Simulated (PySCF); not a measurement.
How methods differ on the excitation energy of Ni+

Ni+ [Ar] 3d9 (2D) → Ni+ [Ar] 3d8 4s1 (4F), as a difference of total energies. All numbers are calculated (PySCF 2.14, the spin-free X2C one-electron Hamiltonian (Gaussian nucleus), in aug-cc-pVDZ-DK (7s6p4d2f, 59 functions)). Correlated levels: valence: [Ar] frozen. The calculations carry no spin-orbit coupling.

```csv
method,excitation energy (cm⁻¹)
UHF,-8367.2
LDA,10577
PBE0,5206.1
r2SCAN,2079.2
MN15,15211
r2SCAN0,1021.3
BHandHLYP,2134.0
MP2 (valence),10436
SCS-MP2 (valence),9394.9
```

Errors of the correlated levels include the incompleteness of this basis and the frozen core.

Q: Which method comes closest to the reference value, and which is furthest?

A: The reference is 8751.8 cm⁻¹ (measured; NIST levels, between the centres of gravity of the two terms). Closest: SCS-MP2 (valence) (error 643.06 cm⁻¹); furthest: UHF (error -17119 cm⁻¹).
